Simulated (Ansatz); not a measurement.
The same path of GaH2OS (5 atoms, charge 0, multiplicity 2) was run twice with different band settings. Lost on the way: O1–S2, Ga3–H5. Made: S2–H5.

These are results of UKS B3LYP/def2-SVPD (Ansatz), not measurements.

Relaxed end points:

```xyz
5
Properties=species:S:1:pos:R:3
O -0.836 -0.120 -0.772
S -1.179 0.817 0.709
Ga 1.072 0.864 0.135
H -0.930 -1.058 -0.543
H 1.872 -0.503 0.471
```

```xyz
5
Properties=species:S:1:pos:R:3
O -0.619 -0.835 -0.862
S 1.053 1.159 1.358
Ga -0.630 0.844 -0.147
H -1.295 -1.056 -1.512
H 1.491 -0.111 1.163
```

Common settings: movable images 7; climbing image yes; spring 5.0 eV/Å²; optimiser quadratic models (default); start path through a guess of the saddle point; end points relaxed.

| run | force threshold | iteration limit |
| --- | --- | --- |
| 1 | 0.05 eV/Å | 56 |
| 2 | 0.5 eV/Å | 60 |

(1) What does each run give, and how far can it be trusted?

## Answers

(1) Run 1: converged after 14 iterations, highest image 0.559 eV above the first end. Neighbouring images differ by up to 1.5 eV, so the band resolves the path poorly. A vibrational analysis at the climbing image gives one clearly imaginary mode, 85i cm⁻¹: a first-order saddle point.
Run 2: converged after 14 iterations, highest image 0.559 eV above the first end. The threshold of 0.5 eV/Å is loose, so the images may lie well off the minimum-energy path. Neighbouring images differ by up to 1.5 eV, so the band resolves the path poorly. Another band between the same ends (7 images) ends at a top of the same energy, where a vibrational analysis finds 1 clearly imaginary mode.
